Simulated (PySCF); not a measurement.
B(H)2(SMe) (CH₅BS), SMILES BSC. Atoms are numbered in the order given.

```xyz
8

B     -0.6066    -1.4541     0.0000
H     -0.1615    -2.5556     0.0000
H     -1.7744    -1.2315     0.0000
S      0.5702    -0.1513     0.0000
C     -0.4004     1.3951     0.0000
H     -0.1449     1.9717     0.8869
H     -0.1449     1.9717    -0.8869
H     -1.4626     1.1655     0.0000
```
Charge 0, spin multiplicity 1.

Geometry: B3LYP-D3(BJ)/def2-TZVP.

Computed with B3LYP-D3(BJ)/def2-TZVP (PySCF).

Frequencies are harmonic and unscaled.

```csv
mode,ν (cm⁻¹),IR (km/mol),moving atoms (share of kinetic energy)
1,64,0.1,H 91 %
2,298,2.1,"H 37 %, B 22 %, C 21 %, S 20 %"
3,465,0.0,H 96 %
4,685,1.8,"C 57 %, S 23 %, H 14 %"
5,792,3.3,"H 68 %, B 22 %, S 9 %"
6,839,20.5,"B 46 %, H 26 %, S 24 %"
7,928,9.4,"H 76 %, B 21 %"
8,988,6.2,"H 82 %, C 14 %"
9,990,3.2,"H 77 %, C 16 %"
10,1198,52.4,"H 81 %, B 18 %"
11,1354,3.9,"H 86 %, C 13 %"
12,1472,5.8,H 95 %
13,1484,9.2,H 95 %
14,2598,85.8,H 96 %
15,2698,83.9,"H 88 %, B 12 %"
16,3057,17.8,H 98 %
17,3135,5.1,"H 90 %, C 10 %"
18,3155,3.2,"H 90 %, C 10 %"
```
